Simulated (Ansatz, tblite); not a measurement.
Cost and result up the ladder for [AuF4]- (AuF₄⁻) (5 atoms). The state is a singlet with charge -1. Geometry: PBE0-D4/def2-SVPD.

```xyz
5

Au    0.0000    0.0000    0.0000
F    -0.5356    1.8183   -0.3809
F     0.5462   -0.2248   -1.8410
F     0.5356   -1.8184    0.3809
F    -0.5462    0.2248    1.8410
```

Ansatz on 2 threads of Arm Neoverse V1 on a shared host; xTB runs through tblite on one thread. Times are rough, summed over both states, and most runs start from the orbitals of an earlier one. B2PLYP/def2-TZVPD serves as the yardstick here, not as an exact answer. The other state is a doublet.

In the def2 sets Au takes a core potential; there is no spin–orbit coupling. The xTB rows come from tblite. LC-ωPBE has ω = 0.4 bohr⁻¹. HSE06 is defined as in plane-wave codes, on full-range PBE exchange. Correlated methods freeze 4 core orbitals; core or outer-core shells of Au are correlated, in sets that lack core-valence functions.

Raw xTB energies of ions are shifted by several eV.

```csv
level,functions,wall time,vertical IE (eV),difference from B2PLYP/def2-TZVPD (eV)
GFN2-xTB,25,0.005 s,11.30,4.90
GFN1-xTB,25,0.006 s,9.72,3.32
revPBE-D4/def2-TZVPD,203,9.3 s,5.55,-0.84
PBE-D4/def2-TZVPD (with forces),203,11 s,5.63,-0.76
r2SCAN-D4/def2-TZVPD,203,23 s,5.94,-0.45
LC-ωPBE/def2-TZVPD,203,24 s,7.04,0.65
PBE0-D4/def2-TZVPD,203,26 s,6.55,0.15
HSE06-D4/def2-TZVPD,203,28 s,6.52,0.12
B2PLYP/def2-TZVPD,203,37 s,6.39,0.00
r2SCANh-D4/def2-TZVPD (with forces),203,47 s,6.28,-0.11
```
